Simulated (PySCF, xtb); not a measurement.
C3H9Ge, SMILES C[C]([GeH3])C (connectivity only; charge and spin as stated), charge +1, multiplicity 1.

GFN2-xTB (xtb) at its own geometry gives an orbital gap of 2.42 eV.

Geometry optimised at PBE0-D3(BJ)/def2-SVP. The multiplicity is an assumed one; no other spin state was optimised. The isomer is the one that the SMILES or the coordinates give; other isomers of the formula were not compared.

Question: What does CAM-B3LYP/def2-TZVP (PySCF) give? (Estimate from the structure and the level; the computed values follow.)

Answer: gap 8.38 eV (levels -15.73 and -7.35 eV).
